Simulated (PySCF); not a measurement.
**A small calculation by hand: oscillator strength and radiative lifetime**

AlH3Se3, SMILES [SeH][Al]([SeH])[SeH].

The structure is a stationary point at B3LYP-D3(BJ)/def2-SVP. The values are those of a single conformer.

TDA-ωB97X/def2-SVPD in PySCF puts the first singlet state with f over 0.02 at 5.91 eV (vertical), with the transition dipole (-0.690, 0.099, -0.098) in atomic units.

**Question.** Find the oscillator strength, the wavelength and the radiative lifetime that this transition would have in vacuum if emission retraced absorption.

**Answer.** 
|μ|² = 0.4955 au, so |μ| = 1.79 D. ΔE = 5.91/27.211 = 0.2172 hartree. f = (2/3) ΔE |μ|² = 0.072 (the program prints 0.072).
λ = 1239.84/5.91 = 210 nm; ν = 47667 cm⁻¹.
Einstein's coefficient A = 0.6670 ν² f s⁻¹ (ν in cm⁻¹) = 1.1e8 s⁻¹, so τ = 1/A = 9.2 ns. This state is S6; the lower singlets have f = 0.001, 0.002, 0.004, 0.000, 0.013. The figure is the radiative limit of this one transition; relaxation, internal conversion, crossing to triplets and a medium change what is measured.
